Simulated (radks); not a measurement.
The numbers below are computed, except where a source is named.
Ionisation of neutral selenium, [Ar] 3d10 4s2 4p4, to [Ar] 3d10 4s2 4p3 as the strength of local exchange is varied. Code: a radial shooting solver on a logarithmic mesh with Libxc functionals. Model: scalar-relativistic Kohn-Sham, Slater X-alpha exchange (alpha = 2/3 is LDA exchange), no correlation, spin-unpolarised, spherical densities, finite nucleus; Fermi nuclear charge, rms radius 4.14 fm.

alpha,E(Se) (hartree),exchange (hartree),IE (eV),-e of the level emptied (eV),<r> of it (bohr)
0.606,-2416.30237,-73.82279,9.196,5.001 (4p),2.376
0.667,-2423.75242,-81.50254,9.805,5.530 (4p),2.334
0.703,-2428.15985,-86.05606,10.174,5.852 (4p),2.309
0.775,-2436.99848,-95.21023,10.929,6.518 (4p),2.263
0.795,-2439.45928,-97.76420,11.143,6.708 (4p),2.251
0.948,-2458.36507,-117.46208,12.843,8.231 (4p),2.163

NIST Atomic Spectra Database: 9.752 eV (measured). The Delta-SCF value meets it near alpha = 0.66. Spin polarisation and multiplet splitting are left out, so open shells lie too high by an amount that depends on their filling.

Beside tabulated values, note that spin-unpolarised runs miss the spin-polarisation part of the exchange energy of open shells.
